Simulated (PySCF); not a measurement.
# Electron affinity of In by level of theory

In⁻ [Kr] 4d10 5s2 5p2 (3P) → In [Kr] 4d10 5s2 5p1 (2P), as a difference of total energies. All numbers are calculated (PySCF 2.14, scalar relativity through the core potential, in def2-TZVPPD with the def2 core potential (28 electrons)). Correlated levels: valence and next inner shell: nothing frozen outside the core potential. The calculations carry no spin-orbit coupling.

**Question.** Order these methods by the electron affinity they give, lowest first.
A. SCS-MP2 (valence and next inner shell)
B. MP2 (valence and next inner shell)
C. UHF
D. CCSD(T) (valence and next inner shell)

**Answer.** C (-0.005 eV), A (0.164 eV), B (0.258 eV), D (0.290 eV).

The reference lies between the lowest fine-structure levels, while these numbers refer to the centres of the terms.

Errors of the correlated levels include the incompleteness of this basis.

A negative affinity means that the anion lies above the atom at that level of theory.

For comparison: 0.384 eV (measured; photodetachment measurements, as compiled on the Wikipedia data page of electron affinities).
